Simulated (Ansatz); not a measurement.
Computed with Ansatz on PBE0-D4/def2-TZVP structures; ΔE is electronic, products minus reactants. CCSD(T)/CBS adds triple-zeta CCSD(T) − MP2 to the extrapolated MP2 energy (def2 sets, frozen cores). DFT in def2-TZVPP. B3LYP here is the variant with VWN-RPA as its local correlation; programs differ in this. For Br, Ge outer-core shells are correlated without core-valence functions, which leaves a few kJ/mol of doubt a bond. Scalar relativity is left out up to krypton. One conformer a species, not always the lowest.

Reaction (redistribution): `CO[SiH](C#N)OC` + `C[CH]([GeH3])Br` → `CO[SiH](Br)OC` + `C[CH]([GeH3])C#N`

| level | ΔE (kJ/mol) | difference from CCSD(T)/CBS |
| --- | --- | --- |
| PBE-D4 | -116.9 | -7.6 |
| r2SCAN-D4 | -118.5 | -9.2 |
| PBE0-D4 | -121.2 | -11.9 |
| B3LYP-D4 | -112.7 | -3.4 |
| ωB97X-V | -113.8 | -4.5 |
| ωB97M-V | -113.5 | -4.2 |
| B2PLYP | -109.7 | -0.4 |
| PBE | -116.0 | -6.7 |
| r2SCAN | -118.4 | -9.1 |
| PBE0 | -120.4 | -11.1 |
| B3LYP | -111.2 | -1.9 |
| HF/def2-TZVPP | -114.2 | -4.9 |
| MP2/def2-TZVPP | -110.7 | -1.4 |
| SCS-MP2/def2-TZVPP | -105.1 | 4.2 |
| CCSD/def2-TZVPP | -107.3 | 2.0 |
| CCSD(T)/def2-TZVPP | -105.8 | 3.5 |
| HF/def2-QZVPP | -114.2 | -4.9 |
| MP2/def2-QZVPP | -112.7 | -3.4 |
| SCS-MP2/def2-QZVPP | -106.9 | 2.4 |
| HF/CBS(def2) | -114.2 | -4.9 |
| MP2/CBS(def2) | -114.2 | -4.9 |
| CCSD/CBS(def2) | -110.8 | -1.5 |
| CCSD(T)/CBS | -109.3 | 0 |

Largest T1 diagnostic among the species: 0.012.

In def2-TZVPP, CCSD(T) changes the Hartree–Fock value by +8.4 kJ/mol (the triples alone add +1.5 kJ/mol) and MP2 by +3.6 kJ/mol. From PBE to PBE0 (25 % exact exchange), in def2-TZVPP and without D4, ΔE moves by −4.3 kJ/mol.
